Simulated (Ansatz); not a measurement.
Start from `C[Si]1([SiH3])CC1` and change one atom or group to get `[SiH3][Si]1(P)CC1`.

Ansatz, PBE0-D4/def2-TZVP geometries, multiplicity 1. Each molecule was computed in one conformer, which needn't be the lowest.

```json
{"property": "LUMO energy (PBE/def2-TZVPP) / eV", "`C[Si]1([SiH3])CC1`": "-0.68"}
{"property": "ideal-gas entropy at 298 K and 1 bar (rigid rotor, harmonic PBE0-D4/def2-TZVP) / J/(mol·K)", "`C[Si]1([SiH3])CC1`": "374"}
{"property": "zero-point energy (PBE0-D4/def2-TZVP) / kJ/mol", "`C[Si]1([SiH3])CC1`": "303.7"}
{"property": "HOMO–LUMO gap (PBE/def2-TZVPP) / eV", "`C[Si]1([SiH3])CC1`": "4.87"}
{"property": "HOMO energy (PBE/def2-TZVPP) / eV", "`C[Si]1([SiH3])CC1`": "-5.55"}
{"property": "size of the dipole moment (PBE/def2-TZVPP) / D", "`C[Si]1([SiH3])CC1`": "0.99"}
```

Task: Give the same properties after the change, and the shifts. (Best estimate.)

Result: Computed: 
| property | `[SiH3][Si]1(P)CC1` | shift |
| --- | --- | --- |
| LUMO energy (PBE/def2-TZVPP) / eV | -1.13 | -0.45 |
| ideal-gas entropy at 298 K and 1 bar (rigid rotor, harmonic PBE0-D4/def2-TZVP) / J/(mol·K) | 391 | 17 |
| zero-point energy (PBE0-D4/def2-TZVP) / kJ/mol | 254.7 | -49.0 |
| HOMO–LUMO gap (PBE/def2-TZVPP) / eV | 4.54 | -0.33 |
| HOMO energy (PBE/def2-TZVPP) / eV | -5.67 | -0.12 |
| size of the dipole moment (PBE/def2-TZVPP) / D | 0.88 | -0.11 |

With PBE0 the HOMO falls by 0.09 eV and the LUMO falls by 0.45 eV, so the gap narrows by about 0.36 eV. PBE moves the HOMO by -0.12 eV and ωB97M-V by -0.04 eV. The zero-point energy changes by -49.0 kJ/mol with -3 modes. Dipoles are sizes alone; their direction can turn.

Positive LUMOs are unbound, so they and the gaps depend on the basis.
